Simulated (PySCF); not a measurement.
Simulation results for Cl2OSi, B2H5NSi, AlB2H4, CH4B and others

Computed with PySCF 2.14.0. Calculation on a computer-drawn molecule: optimised geometry and harmonic frequencies of an isolated molecule of the commonest isotopes, restricted reference for singlets and unrestricted otherwise, frozen core in MP2.

(1) Cl2OSi

Start structure:
```xyz
4
Cl2OSi
O     -1.0220     1.3821    -0.4928
Si    -1.4089     2.5698    -1.2225
Cl    -1.4725     2.6924    -3.2319
Cl    -1.7385     4.3898    -0.5024
```

* charge: 0
* multiplicity: 1
* method: HF
* basis: cc-pV(D+d)Z
* rotational constants: 4.988, 2.716, 1.758 GHz
* total energy: -1282.9064 hartree
* convergence status largest gradient component: 1.958e-05 hartree/bohr

Drawn bonds:
| atom | other atom | order |
| --- | --- | --- |
| 1 | 2 | 2 |
| 2 | 3 | 1 |
| 2 | 4 | 1 |

Optimised structure:
```xyz
4
Cl2OSi
O     -1.0385     1.3649    -0.4660
Si    -1.3638     2.5835    -1.2498
Cl    -1.4864     2.6887    -3.2502
Cl    -1.7532     4.3970    -0.4836
```

Modes:
| frequency (cm⁻¹) | reduced mass (dalton) |
| --- | --- |
| 217.4 | 30.48 |
| 298.1 | 19.8 |
| 330.4 | 24.19 |
| 530.1 | 27.8 |
| 672.9 | 29.82 |
| 1369 | 19.39 |

(2) B2H5NSi

Start structure:
```xyz
9
B2H5NSi
B     -1.3845    -1.7443     0.6923
B     -2.1256    -0.4222     0.0040
Si    -0.9440     0.9192    -0.7277
N     -0.3340     2.2828    -0.0164
H     -1.1581    -2.7768     0.1321
H     -1.0102    -1.6930     1.7251
H     -3.2317    -0.1794    -0.0788
H     -0.5162     0.8212    -2.1289
H     -0.4546     2.5012     0.9017
```

- charge: 0
- multiplicity: 1
- method: HF
- basis: cc-pV(D+d)Z
- rotational constants: 15.56, 2.879, 2.642 GHz
- total energy: -395.5728 hartree
- convergence status largest gradient component: 8.834e-06 hartree/bohr

Drawn bonds:
| atom | other atom | order |
| --- | --- | --- |
| 1 | 2 | 1 |
| 2 | 3 | 1 |
| 3 | 4 | 2 |
| 1 | 5 | 1 |
| 1 | 6 | 1 |
| 2 | 7 | 1 |
| 3 | 8 | 1 |
| 4 | 9 | 1 |

Optimised structure:
```xyz
9
B2H5NSi
B     -1.3941    -1.7680     0.7611
B     -2.0362    -0.4503    -0.0392
Si    -0.9213     1.0803    -0.7855
N     -0.2402     2.2979    -0.0460
H     -1.0605    -2.7597     0.1688
H     -1.2354    -1.7531     1.9526
H     -3.2255    -0.3687    -0.2058
H     -0.7501     1.0017    -2.2508
H     -0.2958     2.4286     0.9482
```

Modes:
| frequency (cm⁻¹) | reduced mass (dalton) |
| --- | --- |
| 56.37 | 2.287 |
| 151.2 | 2.52 |
| 202.3 | 1.999 |
| 366.2 | 1.386 |
| 446.3 | 1.618 |
| 483 | 1.105 |
| 561.9 | 4.426 |
| 671.6 | 1.162 |
| 768.3 | 1.176 |
| 818.1 | 1.086 |
| 844.9 | 1.564 |
| 941.4 | 1.231 |
| 967.4 | 2.654 |
| 1076 | 1.595 |
| 1211 | 7.632 |
| 1260 | 1.27 |
| 2331 | 1.042 |
| 2661 | 1.057 |
| 2686 | 1.09 |
| 2732 | 1.12 |
| 3817 | 1.078 |

(3) AlB2H4

Start structure:
```xyz
7
AlB2H4
B     -3.2378    -1.4485    -0.4902
Al    -1.2629    -2.1052    -0.2050
B      0.6444    -2.6364     0.0364
H     -3.6194    -0.4444     0.0345
H     -3.9934    -2.0725    -1.0623
H      1.4231    -2.0766     0.6486
H      1.0192    -3.7181    -0.4433
```

- charge: 0
- multiplicity: 2
- method: HF
- basis: cc-pV(D+d)Z
- rotational constants: 42.4, 4.265, 4.143 GHz
- total energy: -293.5126 hartree
- spin squared: 0.8075
- convergence status largest gradient component: 3.141e-05 hartree/bohr

Drawn bonds:
| atom | other atom | order |
| --- | --- | --- |
| 1 | 2 | 1 |
| 2 | 3 | 1 |
| 1 | 4 | 1 |
| 1 | 5 | 1 |
| 3 | 6 | 1 |
| 3 | 7 | 1 |

Optimised structure:
```xyz
7
AlB2H4
B     -3.1685    -1.4652    -0.4504
Al    -1.4792    -2.4285     0.3902
B      0.5921    -2.6727     0.0186
H     -3.5007    -0.3605    -0.1079
H     -3.8962    -2.0303    -1.2245
H      1.4116    -1.9373     0.5041
H      1.0140    -3.6072    -0.6114
```

Modes:
| frequency (cm⁻¹) | reduced mass (dalton) |
| --- | --- |
| 103.2 | 3.94 |
| 173.7 | 1.182 |
| 280.7 | 1.014 |
| 472.4 | 1.163 |
| 488.7 | 4.44 |
| 570 | 1.322 |
| 619.4 | 5.789 |
| 824.4 | 1.302 |
| 873.1 | 1.338 |
| 1211 | 1.145 |
| 1226 | 1.127 |
| 2642 | 1.052 |
| 2650 | 1.053 |
| 2723 | 1.122 |
| 2724 | 1.123 |

(4) CH4B

Start structure:
```xyz
6
CH4B
B      1.0518     0.2986    -2.0885
C     -0.0025     0.0648    -1.0719
H      1.8871     0.4839    -2.8939
H      0.4522    -0.3249    -0.1511
H     -0.5180     1.0092    -0.8508
H     -0.7292    -0.6644    -1.4547
```

- charge: 1
- multiplicity: 1
- method: MP2
- basis: cc-pVDZ
- rotational constants: 153, 23.53, 23.53 GHz
- total energy: -64.7692 hartree
- convergence status largest gradient component: 2.483e-05 hartree/bohr

Drawn bonds:
| atom | other atom | order |
| --- | --- | --- |
| 1 | 2 | 1 |
| 1 | 3 | 1 |
| 2 | 4 | 1 |
| 2 | 5 | 1 |
| 2 | 6 | 1 |

Optimised structure:
```xyz
6
CH4B
B      1.0491     0.2980    -2.0859
C     -0.0001     0.0654    -1.0742
H      1.8909     0.4847    -2.8976
H      0.4585    -0.3286    -0.1431
H     -0.5218     1.0193    -0.8500
H     -0.7352    -0.6717    -1.4602
```

Modes:
| frequency (cm⁻¹) | reduced mass (dalton) |
| --- | --- |
| 476.4 | 1.078 |
| 476.5 | 1.078 |
| 930.8 | 1.517 |
| 930.9 | 1.517 |
| 1100 | 1.746 |
| 1327 | 2.016 |
| 1339 | 1.042 |
| 1339 | 1.042 |
| 2883 | 1.117 |
| 3027 | 1.036 |
| 3134 | 1.098 |
| 3134 | 1.098 |

(5) CH4AlN

Start structure:
```xyz
7
CH4AlN
C     -2.8548    -0.3600     1.2117
N     -1.4317    -0.6132     1.3953
Al    -0.1618    -0.7741     0.3448
H     -3.2945    -0.3653     2.1805
H     -3.1101     0.6026     0.6979
H     -3.3763    -1.1400     0.5993
H      0.8952    -0.8834    -0.7954
```

- charge: 0
- multiplicity: 1
- method: HF
- basis: cc-pV(D+d)Z
- rotational constants: 161.7, 4.836, 4.836 GHz
- total energy: -336.4987 hartree
- convergence status largest gradient component: 2.126e-05 hartree/bohr

Drawn bonds:
| atom | other atom | order |
| --- | --- | --- |
| 1 | 2 | 1 |
| 2 | 3 | 2 |
| 1 | 4 | 1 |
| 1 | 5 | 1 |
| 1 | 6 | 1 |
| 3 | 7 | 1 |

Optimised structure:
```xyz
7
CH4AlN
C     -2.9320    -0.3556     1.1916
N     -1.6188    -0.5463     0.6970
Al    -0.1399    -0.7610     0.1402
H     -2.9727    -0.4145     2.2864
H     -3.3394     0.6239     0.9123
H     -3.6304    -1.1097     0.8082
H      1.2992    -0.9701    -0.4016
```

Modes:
| frequency (cm⁻¹) | reduced mass (dalton) |
| --- | --- |
| 213.9 | 4.545 |
| 213.9 | 4.545 |
| 448.4 | 1.106 |
| 448.4 | 1.106 |
| 806.6 | 5.452 |
| 1222 | 1.297 |
| 1222 | 1.297 |
| 1558 | 1.636 |
| 1575 | 2.977 |
| 1591 | 1.044 |
| 1591 | 1.044 |
| 2115 | 1.057 |
| 3115 | 1.032 |
| 3160 | 1.103 |
| 3161 | 1.103 |

(6) Al2FH3O

Start structure:
```xyz
7
Al2FH3O
F      0.4097     1.7046     0.5279
Al    -1.2111     1.5596     0.8155
O     -1.9100     0.0540     0.6684
Al    -2.5170    -1.5092     0.4930
H     -2.0013     2.8443     1.2105
H     -3.0430    -1.9609    -0.9209
H     -2.5482    -2.4527     1.7534
```

- charge: 0
- multiplicity: 1
- method: MP2
- basis: cc-pV(D+d)Z
- rotational constants: 17.55, 1.787, 1.663 GHz
- total energy: -660.5812 hartree
- convergence status largest gradient component: 2.31e-05 hartree/bohr

Drawn bonds:
| atom | other atom | order |
| --- | --- | --- |
| 1 | 2 | 1 |
| 2 | 3 | 1 |
| 3 | 4 | 1 |
| 2 | 5 | 1 |
| 4 | 6 | 1 |
| 4 | 7 | 1 |

Optimised structure:
```xyz
7
Al2FH3O
F      0.4397     1.7271     0.5329
Al    -1.2011     1.5773     0.8168
O     -1.9244     0.0554     0.6717
Al    -2.5295    -1.5326     0.4910
H     -2.0025     2.8585     1.2069
H     -3.0553    -1.9739    -0.9254
H     -2.5479    -2.4720     1.7539
```

Modes:
| frequency (cm⁻¹) | reduced mass (dalton) |
| --- | --- |
| 56.72 | 7.608 |
| 70.16 | 2.02 |
| 94.3 | 1.498 |
| 272.4 | 13.36 |
| 508.2 | 1.332 |
| 510 | 6.457 |
| 579.1 | 1.262 |
| 649 | 1.175 |
| 682 | 1.165 |
| 814.8 | 1.493 |
| 845 | 2.997 |
| 1071 | 16.8 |
| 1989 | 1.023 |
| 1993 | 1.063 |
| 2043 | 1.044 |

(7) AlBFH2

Start structure:
```xyz
5
AlBFH2
B      1.9905    -1.7267     0.8789
Al     0.8397    -1.1168     2.4637
F      1.2219     0.3380     3.1630
H      2.6461    -2.0965    -0.0397
H     -0.3677    -1.9257     3.0552
```

- charge: 0
- multiplicity: 2
- method: MP2
- basis: cc-pV(D+d)Z
- rotational constants: 27.7, 6.25, 5.1 GHz
- total energy: -367.5072 hartree
- spin squared: 0.7588
- convergence status largest gradient component: 5.539e-06 hartree/bohr

Drawn bonds:
| atom | other atom | order |
| --- | --- | --- |
| 1 | 2 | 1 |
| 2 | 3 | 1 |
| 1 | 4 | 1 |
| 2 | 5 | 1 |

Optimised structure:
```xyz
5
AlBFH2
B      1.9900    -1.7277     0.8788
Al     0.8397    -1.1123     2.4672
F      1.2221     0.3593     3.1785
H      2.6440    -2.1085    -0.0467
H     -0.3653    -1.9385     3.0433
```

Modes:
| frequency (cm⁻¹) | reduced mass (dalton) |
| --- | --- |
| 193.8 | 4.424 |
| 263.3 | 1.276 |
| 468.5 | 1.245 |
| 591.6 | 1.396 |
| 676.5 | 3.49 |
| 706.7 | 1.315 |
| 837 | 9.562 |
| 2005 | 1.044 |
| 2777 | 1.101 |

(8) CH4BCl

Start structure:
```xyz
7
CH4BCl
C     -1.5159     0.8659    -1.3779
B     -1.8984     0.1843    -0.0221
Cl    -1.1899     0.7041     1.5162
H     -1.0991     0.1075    -2.0515
H     -2.4257     1.2320    -1.8677
H     -0.8051     1.6868    -1.2857
H     -2.6800    -0.7173     0.0436
```

* charge: 0
* multiplicity: 1
* method: MP2
* basis: cc-pV(D+d)Z
* rotational constants: 41.78, 5.05, 4.634 GHz
* total energy: -524.8015 hartree
* convergence status largest gradient component: 1.639e-05 hartree/bohr

Drawn bonds:
| atom | other atom | order |
| --- | --- | --- |
| 1 | 2 | 1 |
| 2 | 3 | 1 |
| 1 | 4 | 1 |
| 1 | 5 | 1 |
| 1 | 6 | 1 |
| 2 | 7 | 1 |

Optimised structure:
```xyz
7
CH4BCl
C     -1.5135     0.8684    -1.3734
B     -1.8957     0.1861    -0.0159
Cl    -1.1921     0.7037     1.5101
H     -1.0997     0.0997    -2.0536
H     -2.4334     1.2316    -1.8686
H     -0.7957     1.6969    -1.2861
H     -2.6840    -0.7231     0.0425
```

Modes:
| frequency (cm⁻¹) | reduced mass (dalton) |
| --- | --- |
| 60.22 | 1.141 |
| 325 | 3.082 |
| 641 | 1.089 |
| 701.7 | 2.393 |
| 908.9 | 1.678 |
| 940.6 | 1.725 |
| 1042 | 1.993 |
| 1188 | 1.551 |
| 1330 | 1.441 |
| 1449 | 1.08 |
| 1457 | 1.05 |
| 2683 | 1.095 |
| 3073 | 1.04 |
| 3152 | 1.095 |
| 3211 | 1.101 |
